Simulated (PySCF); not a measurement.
Unknowns

Computational details: GFN2-xTB geometry, J: B3LYP/pcJ-1 (spin–dipole term left out of most H,H and C,H couplings), PBE0/pcSseg-1 with gauge-including orbitals, in PySCF (no relativistic terms, gas phase, a single conformation, equivalent nuclei averaged).

Chemical shifts δ = σref − σ; TMS for ¹H (σ = 31.72 ppm) and ¹³C (σ = 186.93 ppm), all at this level. Multiplet labels drop J under 1 Hz and among equivalent protons, and merge close values. Unscaled 3J(H,H) run several per cent high. Where no couplings were computed, multiplicities follow the n + 1 count of equivalent neighbours, and m marks all less simple cases (inequivalent or close neighbours, rings, F or P nearby). One-bond C–F couplings are unscaled and too large by tens of Hz. Shifts are as computed. Against solution values, carbons near 30 ppm lie about +3 ppm off and those near 130 ppm about +5 ppm; carbons on Cl a further +6 ppm. Of 1211 compounds with measured shifts, 218 miss one by over three times the rms of a fit or turn the order of signals round; such compounds aren't used in these exercises. Carbons bonded to Cl come out too deshielded.

(1) C$_{5}$H$_{4}$F$_{2}$. ¹H NMR (300 MHz, computed): δ 6.19 (t, J = 6.0 Hz, 1H), 2.15 (d, J = 14.2 Hz, 3H). ¹³C{¹H} NMR (computed): δ 159.7 (C, dd, J = 530.0, 15.0 Hz), 135.9 (C, dd, J = 284.7, 3.4 Hz), 105.2 (C, dd, J = 33.7, 5.8 Hz), 100.7 (CH, dd, J = 27.9, 21.4 Hz), 20.5 (CH3, d, J = 28.2 Hz). What is it?

(2) C$_{7}$H$_{13}$ClSi. ¹H NMR (500 MHz, computed): δ 6.53 (s, 1H), 4.80 (m, 1H), 4.28 (m, 1H), 2.29 (m, 1H), 2.03 (m, 1H), 2.02 (m, 1H), 1.20 (m, 1H), 1.10 (m, 1H), 1.05 (m, 1H), 1.01 (m, 3H), 0.84 (m, 1H). ¹³C{¹H} NMR (computed): δ 147.1 (C), 137.0 (CH), 49.4 (CH2), 40.6 (CH), 37.8 (CH2), 25.9 (CH3), 11.7 (CH2). What is it?

Answers

(1) `FC1=CC/1=C(/C)F`. Rings plus π bonds: 3 (1 ring in the answer). 5 carbon signals for 5 carbons: no two carbons are equivalent. Carbon types of the structure: 3 × C, 1 × CH, 1 × CH3, which accounts for all hydrogens. δC 159.7, 135.9, 105.2: fully substituted alkene carbon; as expected for a trigonal carbon in a double bond. δC 100.7: alkene CH; the olefinic region. δC 20.5: allylic methyl carbon; saturated and bonded to C and H only. δH 6.19: hydrogen on an alkene CH; attached to an sp2 carbon and in the plane of the double bond.

This is the structure that produced the data.

(2) `C[C@H]1CC[SiH2]/C(=C\Cl)C1`. The formula gives 2 degrees of unsaturation (1 ring in the answer). 7 carbon signals for 7 carbons: no two carbons are equivalent. Carbon types of the structure: 1 × C, 2 × CH, 3 × CH2, 1 × CH3, leaving 2 H on heteroatoms. δC 147.1: fully substituted alkene carbon; the olefinic region. δC 137.0: alkene CH; the olefinic region. δC 37.8: sp3 CH2 in a ring; a saturated carbon with 2 carbon neighbours and no heteroatom attached. δH 1.01: hydrogen on a methyl carbon; far from electronegative atoms and π systems.

The shifts were computed for this structure.
